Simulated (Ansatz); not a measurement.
Consider the ligand exchange at the Si–F bond: `O[Si](F)(F)F` + `O[SiH](O)O` → `O[SiH](O)O[Si](O)(F)F` + H–F.

Computed with Ansatz on PBE0-D4/def2-TZVP structures; ΔE is electronic, products minus reactants. CCSD(T)/CBS adds triple-zeta CCSD(T) − MP2 to the extrapolated MP2 energy (def2 sets, frozen cores). This one scheme is used for every species. DFT in def2-TZVPP. B3LYP here is the variant with VWN-RPA as its local correlation; programs differ in this. One conformer a species, not always the lowest.

`O[Si](F)(F)F`:

```xyz
6

O     0.549   -1.003    0.562
Si   -0.033    0.353   -0.068
F    -1.540    0.592    0.313
F     0.045    0.366   -1.638
F     0.822    1.539    0.489
H     0.157   -1.848    0.341
```

`O[SiH](O)O`:

```xyz
8

O    -0.452   -0.504   -1.495
Si    0.138   -0.314    0.012
O    -0.908    0.384    1.068
O     1.421    0.695   -0.041
H    -0.553    0.283   -2.034
H     0.481   -1.682    0.449
H    -1.694   -0.106    1.310
H     1.567    1.244    0.731
```

`O[SiH](O)O[Si](O)(F)F`:

```xyz
12

O    -2.207    1.461   -0.849
Si   -0.854    0.606   -1.113
O    -1.197   -0.988   -1.133
O     0.260    0.872    0.076
Si    1.243    0.084    1.050
O     1.146   -1.496    0.678
F     0.860    0.321    2.561
F     2.725    0.599    0.901
H    -2.832    1.137   -0.199
H    -0.290    1.110   -2.372
H    -0.539   -1.576   -0.751
H     1.686   -2.131    1.151
```

H–F:

Cartesian coordinates in Å:
```
F 0.425 0.070 -0.162
H -0.425 -0.070 0.162
```

CCSD(T)/CBS gives +9.1 kJ/mol.

Question: Another level gave +7.7 kJ/mol. Which?
A. ωB97X-V/def2-TZVPP
B. B3LYP-D4/def2-TZVPP
C. B2PLYP/def2-TZVPP
D. B3LYP/def2-TZVPP

Answer: B. B3LYP-D4 7.7, B3LYP 21.6, ωB97X-V 12.5, B2PLYP 17.3 kJ/mol.

Largest T1 diagnostic among the species: 0.012.

The D4 term adds −13.8 kJ/mol with B3LYP and −8.0 kJ/mol with PBE0; it sums over pairs of atoms, weighted by their polarisabilities, and B3LYP, whose exchange is more repulsive, gets the larger term. In def2-TZVPP, CCSD(T) changes the Hartree–Fock value by −10.0 kJ/mol (the triples alone add −1.5 kJ/mol) and MP2 by −10.3 kJ/mol. From PBE to PBE0 (25 % exact exchange), in def2-TZVPP and without D4, ΔE moves by −3.5 kJ/mol.
